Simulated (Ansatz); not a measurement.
CH$_{7}$AlClNSi (`[AlH2][NH][SiH2]CCl`). Total charge 0; spin multiplicity 1.

```xyz
12

Al    1.914    0.463   -0.208
N     0.900   -0.786    0.652
Si   -0.689   -1.062    0.113
C    -1.513    0.642   -0.150
Cl   -0.263    1.749   -0.842
H     2.324    0.176   -1.711
H     2.715    1.478    0.713
H     1.041   -0.877    1.649
H    -0.724   -1.726   -1.215
H    -1.531   -1.809    1.086
H    -2.335    0.646   -0.865
H    -1.839    1.108    0.779
```

(1) What are the harmonic wavenumbers in cm⁻¹ at PBE0-D4/def2-TZVP (Ansatz, finite differences of forces, unscaled)? (An estimate is asked.)

(2) Is this a minimum?

(3) Give the ideal-gas thermochemistry at 298.15 K and 1 bar (rigid rotor, harmonic oscillator; point group C1, symmetry number 1).

(4) Rotational constants (cm⁻¹)?

## Answers

(1) Ansatz gave: 69, 115, 176, 230, 307, 353, 409, 491, 534, 604, 637, 654, 727, 745, 770, 798, 900, 921, 951, 1067, 1117, 1186, 1429, 1916, 1927, 2215, 2227, 3099, 3170, 3611.

(2) Yes, all 30 modes are real.

(3) Zero-point energy 199.5 kJ/mol; H(298) − E = 222.9 kJ/mol; entropy 365.5 J/(mol·K), of which translation 168.9, rotation 116.7, vibration 79.9; G(298) − E = 113.9 kJ/mol. Modes under 100 cm⁻¹ are hindered rotations or soft bends, so the harmonic entropy is rough.

(4) 0.08842, 0.08629, 0.04697.
